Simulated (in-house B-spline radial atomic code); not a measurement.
Response and correlation of Yb⁶⁸⁺

Closed shell 1s2. Computed with a B-spline radial code for spherical atoms: Dirac-Hartree-Fock, relativistic RPA (time-dependent Dirac-Hartree-Fock) for the response and second-order many-body perturbation theory for correlation, no-pair Dirac-Coulomb Hamiltonian, finite nucleus.

Command:
```bash
python run_mb.py task.json out
```
Settings (nuclear radius in fm, box in bohr, cutoff in hartree):
```
basis_form          2
Z                   70
core_configuration  1s2
rms_radius          5.3108
mass_number         174
speed_of_light      137.036
box_radius          1.521
lmax                7
intervals           54
virtual_cutoff      122500.0
```

Cost of the run: 0.2 s on 1 thread of AMD EPYC 7R43 64-Core Processor, on a shared host.

```tsv
multipole (bohr³, bohr⁵, bohr⁷)	uncoupled	coupled RPA
dipole	2.8201e-07	2.8432e-07
quadrupole	1.738e-10	1.7489e-10
octupole	2.9256e-13	?
```

(1) What is the coupled octupole polarisability?

(2) Which subshells carry the dipole polarisability?

(3) What does the dipole shielding factor come to?

Dipole polarisability at imaginary frequency:

```csv
u (Eh),α(iu) (bohr³)
0,2.843e-07
28.7,2.843e-07
86,2.839e-07
172,2.825e-07
287,2.794e-07
573,2.656e-07
1150,2.223e-07
2870,1.079e-07
```

(4) What dispersion coefficients follow for two such ions (the dispersion part alone)?

Lowest J = 1 odd-parity excitations:

| energy (eV) | oscillator strength | leading channel | weight |
| --- | --- | --- | --- |
| 52631 | 0.221 | 1s1/2 → p1/2 | 0.999 |
| 53895 | 0.495 | 1s1/2 → p3/2 | 0.999 |
| 62624 | 0.0375 | 1s1/2 → p1/2 | 1.0 |
| 63000 | 0.101 | 1s1/2 → p3/2 | 1.0 |

Second-order correlation energy by the highest angular momentum of the excited pair (hartree): s -0.01918, p -0.02549, d -0.003509, f -0.0009594, g -0.0003678, h -0.0001688, i -8.998e-05, k -4.917e-05.

(5) What is the second-order correlation energy at the partial-wave limit?

Results:

(1) 2.939e-13 atomic units, +0 % against the uncoupled value.

(2) 1s1/2 100.0 %.

(3) The dipole shielding factor is 0.029, against the exact N/Z = 2/70 = 0.029 of the non-relativistic theorem.

(4) C6 = (3/π)∫α(iu)²du = 1.353e-10 hartree·bohr⁶ and C8 = 4.759e-13 hartree·bohr⁸.

(5) The listed waves sum to -0.049811 hartree; extrapolating the increments as (l + 1/2)⁻⁴ gives -0.049912 hartree, -0.679 eV per electron.
